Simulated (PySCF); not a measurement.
Does the answer move with the share of exact exchange?

Compound: C4H10OSi.
InChI=1S/C4H10OSi/c1-2-5-6-3-4-6/h6H,2-4H2,1H3

Torsions of this conformer, `[CH3:1][CH2:2][O:3][SiH:4]1[CH2:5][CH2:6]1`: C1–C2–O3–Si4 -130°, C2–O3–Si4–C5 25°.

PySCF, def2-SVPD basis, density fitting, gas phase, PBE0-D3(BJ)/def2-SVP geometry; singlet excitations by full TDDFT with frozen cores, triplets by Tamm–Dancoff TDDFT and ionisation energies by ΔSCF, from the lowest of the holes tried. One functional is left out:

```json
{"functional": "LDA", "exact exchange (%)": "0", "HOMO energy (eV)": "-5.49", "LUMO energy (eV)": "-0.25", "lowest singlet excitation (eV)": "5.32", "lowest triplet excitation (eV)": "5.11", "dipole moment (D)": "1.098", "mean polarisability (au)": "82.4", "vertical ionisation energy (eV)": "8.46"}
{"functional": "PBE", "exact exchange (%)": "0", "HOMO energy (eV)": "-5.37", "LUMO energy (eV)": "-0.10", "lowest singlet excitation (eV)": "5.32", "lowest triplet excitation (eV)": "5.10", "dipole moment (D)": "1.070", "mean polarisability (au)": "81.2", "vertical ionisation energy (eV)": "8.30"}
{"functional": "PBE0", "exact exchange (%)": "25", "HOMO energy (eV)": "-6.58", "LUMO energy (eV)": "0.64", "lowest singlet excitation (eV)": "6.01", "lowest triplet excitation (eV)": "5.55", "dipole moment (D)": "1.054", "mean polarisability (au)": "77.8", "vertical ionisation energy (eV)": "8.57"}
{"functional": "BHandHLYP", "exact exchange (%)": "50", "HOMO energy (eV)": "-7.70", "LUMO energy (eV)": "1.14", "lowest singlet excitation (eV)": "6.46", "lowest triplet excitation (eV)": "5.92", "dipole moment (D)": "1.021", "mean polarisability (au)": "75.4", "vertical ionisation energy (eV)": "8.68"}
```

**Question.** Predict the row of B3LYP (20 % exact exchange) by straight lines through the other rows, and check it.

**Answer.** 
```json
{"property": "HOMO energy (eV)", "line": "-6.34", "computed": "-6.38", "computed − line": "-0.04", "PBE0 (25 %), for comparison": "-6.58"}
{"property": "LUMO energy (eV)", "line": "0.39", "computed": "0.36", "computed − line": "-0.03", "PBE0 (25 %), for comparison": "0.64"}
{"property": "lowest singlet excitation (eV)", "line": "5.81", "computed": "5.84", "computed − line": "+0.03", "PBE0 (25 %), for comparison": "6.01"}
{"property": "lowest triplet excitation (eV)", "line": "5.44", "computed": "5.52", "computed − line": "+0.08", "PBE0 (25 %), for comparison": "5.55"}
{"property": "dipole moment (D)", "line": "1.059", "computed": "1.040", "computed − line": "-0.019", "PBE0 (25 %), for comparison": "1.054"}
{"property": "mean polarisability (au)", "line": "79.0", "computed": "78.6", "computed − line": "-0.4", "PBE0 (25 %), for comparison": "77.8"}
{"property": "vertical ionisation energy (eV)", "line": "8.51", "computed": "8.58", "computed − line": "+0.07", "PBE0 (25 %), for comparison": "8.57"}
```
